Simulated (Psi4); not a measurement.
Complex: CO2 (SMILES O=C=O) (first 3 atoms) with H2 (SMILES [H][H]); geometry from B3LYP-D3(BJ)/def2-TZVP, rigid monomers moved along the line of their centres of mass till O3···H4 is 5.02 Å.
(charge 0, multiplicity 1):
```xyz
5

O      0.50265    -0.48886    -0.95779
C     -0.00849     0.07421    -0.08263
O     -0.52000     0.63785     0.79266
H     -0.09189    -0.06773     5.74827
H      0.14244    -0.36913     6.38716
```

All values below come from SAPT0/jun-cc-pV(D+d)Z run with Psi4.

**Question.** Which attractive term is largest, and how does the interaction split up?

**Answer.** electrostatics -0.9, exchange 0.0, induction 0.0, dispersion -0.5, total -1.4 meV; the largest attraction is electrostatics.
